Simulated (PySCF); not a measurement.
Run record: geometry optimisation, `F[P](F)[GeH3]`.

Computed with PBE0-D3(BJ)/def2-SVP geometry optimisation, gas phase (PySCF 2.14.0). Start geometry: GFN2-xTB. A driver script takes a list of jobs; this job's settings line and coordinates (Å) are shown.

Command:
```bash
OMP_NUM_THREADS=1 python probes_run.py task.json out
```

Input:
```
{"job": {"xc": "PBE0", "basis": "def2-SVP", "d3": "d3bj", "grid": 1, "shake": 0.01, "kind": "geom"}, "charge": 0, "multiplicity": 1}
F      1.834620    -1.174810    -0.554690
P      1.028000     0.133160    -1.176060
F      1.825750     1.203520    -0.264390
Ge    -0.801620    -0.019020     0.249710
H     -0.475030    -0.214440     1.683340
H     -1.681880     1.216660     0.155780
H     -1.695890    -1.174190    -0.143610
```

Output:
```
step   0  E = -2618.76624049  max force = 0.018544
step   1  E = -2618.77038904  max force = 0.004993
step   2  E = -2618.77079524  max force = 0.001499
step   3  E = -2618.77086855  max force = 0.000576
step   4  E = -2618.77090692  max force = 0.000731
step   5  E = -2618.77091095  max force = 0.000374
optimisation converged
```

Energies in Eh; «max force» is the largest Cartesian gradient component in Eh/bohr.

How much energy does the optimisation release, in kJ/mol?

E(step 0) − E(last step) = 0.004670 Eh, which is 12.3 kJ/mol.

Give the first gradient maximum in eV/Å.

With 1 Eh/bohr = 51.422 eV/Å, 0.954 eV/Å.

Main results: final energy -2618.77091 Eh after 5 steps; dipole 1.69 D.

On one thread of an Arm Neoverse V2, shared host, this took 17 s wall and 0.39 GiB of memory at its peak.
Labels such as C1 count atoms from 1, the log's own numbers from 0.
